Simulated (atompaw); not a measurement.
## How hard is this Rh (Z = 45) PAW (atompaw) potential?

```json
{
  "Element": "Rh",
  "Generator": "atompaw 4.2.0.5",
  "Type": "PAW",
  "Functional": "LDA (PW92)",
  "Relativity": "scalar-relativistic",
  "Frozen core": "[Kr]",
  "Valence charge": "9",
  "Reference configuration": "4d8 5s0.5 5p0 (charge +0.5)",
  "Partial waves": "5s (bound): rc 2.40 bohr; 5s channel at -0.15 Ry: rc 3.00 bohr; 5p (bound, empty): rc 3.00 bohr; 5p channel at 3.5 Ry: rc 3.00 bohr; 4d (bound): rc 2.25 bohr; 4d channel at 4.05 Ry: rc 2.25 bohr",
  "Local potential": "bessel scheme, radius 2.40 bohr",
  "Core correction": "smooth core density matched at 2.85 bohr",
  "Augmentation charge": "sinc compensation charge, radius 2.75 bohr; PAW radius 3.00 bohr; waves and projectors: custom rrkj vanderbiltortho"
}
```

The pseudo-atom Hamiltonian at the reference potential is diagonalised in spherical Bessel functions j_l(qr) that vanish at 20 bohr, with q² up to the cutoff. All-electron valence levels (Ry): 5s -0.5699, 5p -0.2595, 4d -0.7238.

Q: How do the lowest levels (Ry) of each channel move with the cutoff, and are there ghosts?

A:

```tsv
cutoff (Ry)	s #1	s #2	p #1	d #1	f #1	Σ f·Δε (mRy)
8	-0.5697	-0.0911	-0.2595	-0.0750	0.0350	5190.3
12	-0.5698	-0.0911	-0.2595	-0.6256	0.0350	785.4
18	-0.5699	-0.0911	-0.2595	-0.7218	0.0350	16.0
25	-0.5699	-0.0911	-0.2595	-0.7233	0.0350	3.7
35	-0.5699	-0.0911	-0.2595	-0.7237	0.0350	0.5
45	-0.5699	-0.0911	-0.2595	-0.7237	0.0350	0.3
400	-0.5699	-0.0911	-0.2595	-0.7238	0.0350	0.0
```

Result: no extra level below or beside the all-electron valence levels (s, p, d, f tested); 10 mRy is reached at 21 Ry and 1 mRy at 35 Ry.
